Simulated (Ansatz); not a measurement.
Species: CH4B2O, SMILES `B=BCO` (B–B–C–O torsion 143°, B–C–O–H torsion -6°) with one electron removed (charge 1, multiplicity 2), formula CH4B2O.

Question: How many basis functions does frozen-core CCSD(T)/cc-pVTZ // B3LYP-D3(BJ)/def2-TZVP run with Ansatz (a quantum-chemistry and plane-wave program) use, how many core orbitals are frozen, and how many electrons are correlated?

Answer: 176 basis functions and 4 frozen orbitals, which leaves 19 correlated electrons. Core time is of the order of minutes.
